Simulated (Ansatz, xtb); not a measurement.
C3H5BrO: which of two isomers lies lower

Structure a: `CO/C=C\Br`, a singlet. Structure b: `CO/C=C/Br`, a singlet. Both are isolated molecules in the gas phase, relaxed with B3LYP/def2-SVP; the shapes shown needn't be the lowest conformers.

a (Å):

```csv
atom,x (Å),y (Å),z (Å)
C,-1.1212,-0.6097,-1.9132
C,0.0625,-1.5200,-0.1000
C,0.3663,-1.7370,1.1862
Br,-0.5980,-0.9784,2.6248
O,-0.9559,-0.7466,-0.5157
H,-1.9943,0.0371,-2.0707
H,-0.2392,-0.1382,-2.3833
H,-1.3083,-1.5848,-2.3986
H,0.6738,-1.9987,-0.8773
H,1.2007,-2.3752,1.4728
```

b (Å):

```yaml
atoms:
  - { symbol: C, position_ang: [-0.8757, -0.4583, -1.4042] }
  - { symbol: C, position_ang: [0.8145, 0.8207, -0.3446] }
  - { symbol: C, position_ang: [-0.0212, 1.5042, 0.4535] }
  - { symbol: Br, position_ang: [0.6307, 2.8047, 1.6729] }
  - { symbol: O, position_ang: [0.4875, -0.1222, -1.2484] }
  - { symbol: H, position_ang: [-0.9250, -1.2350, -2.1785] }
  - { symbol: H, position_ang: [-1.4713, 0.4153, -1.7258] }
  - { symbol: H, position_ang: [-1.3028, -0.8528, -0.4644] }
  - { symbol: H, position_ang: [1.8949, 0.9883, -0.3204] }
  - { symbol: H, position_ang: [-1.1029, 1.3849, 0.4782] }
```

Task: Estimate which is lower in electronic energy at CCSD(T)/def2-SVP + ΔMP2/def2-TZVPP, and by roughly how much.

Result: CCSD(T)/def2-SVP + ΔMP2/def2-TZVPP gives E(b) − E(a) = −0.88 kcal/mol, slightly favouring structure b, which is too small a margin to settle the true order.

How the difference moves with the method:

| level | geometry | E(b) − E(a) (kcal/mol) | departure from the last row (kcal/mol) | job, with rough time for the two |
| --- | --- | --- | --- | --- |
| GFN2-xTB | GFN2-xTB | −3.09 | −2.21 | optimisation, 0.53 s |
| HF/STO-3G | GFN2-xTB | −0.33 | +0.55 | single point, 1.5 s |
| r2SCAN-D4/def2-SVP | GFN2-xTB | −1.06 | −0.18 | single point, 8.7 s |
| B3LYP/def2-SVP | B3LYP/def2-SVP | −0.83 | +0.05 | optimisation, 79 s |
| HF/def2-SVP | B3LYP/def2-SVP | −0.76 | +0.12 | part of the CCSD(T) run |
| MP2/def2-SVP | B3LYP/def2-SVP | −1.44 | −0.56 | part of the CCSD(T) run |
| CCSD(T)/def2-SVP | B3LYP/def2-SVP | −1.31 | −0.43 | single point |
| CCSD(T)/def2-SVP + ΔMP2/def2-TZVPP | B3LYP/def2-SVP | −0.88 |  | single point, 96 s |

As drawn, both hold the same kinds of bond in the same numbers.

The largest departure from CCSD(T)/def2-SVP + ΔMP2/def2-TZVPP is that of GFN2-xTB, 2.21 kcal/mol. The last row adds to CCSD(T) the change of the MP2 difference between the two basis sets, here +0.43 kcal/mol.

With thermal terms from frequencies at re-optimised GFN2-xTB minima (ideal gas, soft modes damped towards free rotors, one conformer each, 298.15 K, 1 atm): on the last row, ΔE + ΔZPE = −0.56, ΔH = −0.72, ΔG = +0.03 kcal/mol.

The correlated steps freeze 13 core orbitals; the filled d shell of Br is correlated, in a basis made for valence electrons. Programs: Ansatz 0.2.0, xtb 6.7.1; the last row on 2 threads of Intel(R) Xeon(R) Processor @ 2.50GHz (Skylake/Cascade Lake) on a shared host.
